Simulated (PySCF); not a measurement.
C2H2ClF3, SMILES FC(F)[C@H](F)Cl.

Coordinates come from a PBE-D3(BJ)/def2-SVP optimisation. Other conformers were not sampled.

Level of theory: PySCF with ωB97X/def2-TZVP.

The molecule is in vacuum.

```
Property                                                                                                        Value
---------------------------------------------------------------------------------------------  ----------------------
total energy                                                                                       -837.22711 hartree
highest occupied level                                                                                      -11.78 eV
lowest empty level                                                                                            2.33 eV
orbital gap                                                                                                  14.10 eV
dipole moment                                                                                                  2.35 D
quadrupole, principal values (traceless, Buckingham form, about the centre of nuclear charge)   -4.17, 1.70, 2.47 D·Å
mean static polarisability                                                                       38.5 bohr³ (5.71 Å³)
polarisability, principal values                                                               34.1, 34.4, 47.2 bohr³
```
